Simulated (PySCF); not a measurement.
# Radial density of Mg⁺ (magnesium, charge +1)

UHF, [Ne] 3s1, 2S determinant. Calculation: PySCF 2.14, in cc-pVDZ-DK; the spin-free X2C one-electron Hamiltonian (Gaussian nucleus).

| r (bohr) | 4πr²ρ (e/bohr) | 4πr²(ρα − ρβ) |
| --- | --- | --- |
| 0.00208 | 0.06348 | 0.0001 |
| 0.00350 | 0.1709 | 0.0003 |
| 0.00589 | 0.4417 | 0.0007 |
| 0.00990 | 1.110 | 0.0016 |
| 0.0167 | 2.630 | 0.0038 |
| 0.0280 | 5.615 | 0.0079 |
| 0.0471 | 10.01 | 0.0131 |
| 0.0793 | 13.27 | 0.0136 |
| 0.133 | 11.26 | 0.0027 |
| 0.224 | 7.406 | 0.0015 |
| 0.377 | 9.866 | 0.0408 |
| 0.634 | 10.11 | 0.0311 |
| 1.07 | 3.529 | 0.0188 |
| 1.79 | 0.5798 | 0.3090 |
| 3.02 | 0.3531 | 0.3515 |
| 5.08 | 0.04733 | 0.0473 |
| 8.54 | 0.0004424 | 0.0004 |

Densities and radii are taken from the X2C orbitals without a picture-change correction, which distorts them close to the nucleus.
